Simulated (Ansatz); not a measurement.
CH5GeO2 (`C[O][GeH][OH]`) radical. Charge 0, multiplicity 2. All single points use the PBE0-D4/def2-TZVP geometry. It is one conformer, not always the lowest.

```xyz
9

C    -0.289   -1.273    0.651
O    -0.576   -0.658   -0.587
Ge   -0.451    1.095   -0.799
O     1.100    1.503   -0.005
H    -0.143   -2.340    0.464
H    -1.122   -1.160    1.354
H     0.618   -0.870    1.110
H    -0.342    1.261   -2.351
H     1.206    2.442    0.164
```

Task: What is the dipole moment at ωB97M-V/def2-TZVPP? (Best estimate.)

Result: Computed: 1.84 D, with components (-0.44, 1.61, 0.76) D in this frame, pointing from negative to positive charge.

Task: And with PBE, r2SCAN, B3LYP? (Estimate.)

Result: Ansatz gave: PBE 1.53 D, r2SCAN 1.63 D, B3LYP 1.72 D.

Task: Give the Mulliken charges with ωB97M-V, PBE, r2SCAN in def2-TZVPP. (An estimate is asked.)

Result: Computed: 
```json
{"atom": "C1", "ωB97M-V": "-0.18", "PBE": "-0.14", "r2SCAN": "0.01"}
{"atom": "O2", "ωB97M-V": "-0.40", "PBE": "-0.33", "r2SCAN": "-0.40"}
{"atom": "Ge3", "ωB97M-V": "0.47", "PBE": "0.39", "r2SCAN": "0.47"}
{"atom": "O4", "ωB97M-V": "-0.40", "PBE": "-0.36", "r2SCAN": "-0.42"}
{"atom": "H5", "ωB97M-V": "0.12", "PBE": "0.10", "r2SCAN": "0.06"}
{"atom": "H6", "ωB97M-V": "0.11", "PBE": "0.09", "r2SCAN": "0.05"}
{"atom": "H7", "ωB97M-V": "0.13", "PBE": "0.11", "r2SCAN": "0.07"}
{"atom": "H8", "ωB97M-V": "0.00", "PBE": "-0.03", "r2SCAN": "-0.03"}
{"atom": "H9", "ωB97M-V": "0.16", "PBE": "0.17", "r2SCAN": "0.19"}
```

B3LYP here is the variant with VWN-RPA as its local correlation; programs differ in this.
